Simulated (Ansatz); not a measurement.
CH3Se2 (SMILES C[Se][Se]), doublet, at a GFN2-xTB geometry; PBE0/6-31G (Ansatz, an electronic-structure program).

Input for Ansatz:
Ansatz 0.2 input:
```yaml
crystal:
  periodic: [false, false, false]
  atoms:
    - {symbol: C, position_ang: [-2.11547240, -0.41879670, 0.07488089]}
    - {symbol: Se, position_ang: [-0.55419547, 0.77241374, -0.09237170]}
    - {symbol: Se, position_ang: [1.13849247, -0.64326175, 0.06997820]}
    - {symbol: H, position_ang: [-2.07265492, -0.92307861, 1.03673090]}
    - {symbol: H, position_ang: [-3.00980833, 0.19220440, 0.00649221]}
    - {symbol: H, position_ang: [-2.09080048, -1.14751331, -0.73112931]}
basis:
  gaussian:
    orbitals: 6-31G
    occupation: {up: {"A'": 29, "A''": 10}, down: {"A'": 28, "A''": 10}}
hamiltonian:
  xc: pbe0
magnetization: {spin_polarized: true, initial_magnetization: 1}
```

**Question.** Write the output that Ansatz gives for this input, abridged.

**Answer.** 
```
Functional definition: PBE0
the irreps are read with x along [1.000, -0.001, -0.010], y along [0.000, -0.992, 0.126] and z along [-0.010, -0.126, -0.992] of the geometry given
729 factors; integrals over basis functions are off by at most 6.7e-4 eV
mean field evaluation 1: about -131741.4229 eV, gradient 2.3e1 eV
mean field evaluation 2: about -131744.2483 eV, gradient 1.9e0 eV
mean field evaluation 4: about -131744.3539 eV, gradient 2.4e-1 eV
mean field evaluation 8: about -131744.3550 eV, gradient 8.0e-5 eV
mean field -131744.35502583 eV, -4841.5157476681 hartree, gradient 2.0e-6 eV, S^2 0.754419; 0 other end points of the search recorded, 0 dependent functions left out
reference -131744.35504580 eV, -4841.5157484019 hartree; 39, 38 occupied and 34, 35 virtual orbitals, 729 factors
Total energy: -131744.35504580 eV, -4841.5157484019 hartree
```
